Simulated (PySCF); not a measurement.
**From computed data to an observable: refractive index and permittivity of the vapour**

Te(OMe)(SMe) (C₂H₆OSTe), SMILES CO[Te]SC.

The structure is a stationary point at PBE0-D3(BJ)/def2-SVP. This is a generated structure with no PubChem entry under its InChIKey; it may be hypothetical. The def2 effective core potentials stand for the cores of Te; spin–orbit coupling is left out. The values are those of a single conformer.

PBE/def2-TZVP run with PySCF gives a mean static polarisability of 91.3 bohr³ and a dipole moment of 0.80 D. Take an ideal gas at 298.15 K and 1 bar, whether or not the substance is that volatile.

**Question.** Work out n − 1 in the optical limit and the static ε − 1.

**Answer.** 
Polarisability volume α' = 91.3 × 0.148185 = 13.53 Å³. Number density N = p/kT = 2.43e-5 Å⁻³.
Dilute limit of Lorentz–Lorenz: n − 1 = 2π N α' = 0.0021.
Orientation term of Debye: μ²/(3kT) = 8.098 Å³ × μ²(D²) = 5.18 Å³.
ε − 1 = 4π N (α' + μ²/3kT) = 0.0057. Orientation of the dipole supplies 28 % of the static response; it can't follow optical fields. Vibrational polarisation and dispersion are left out.
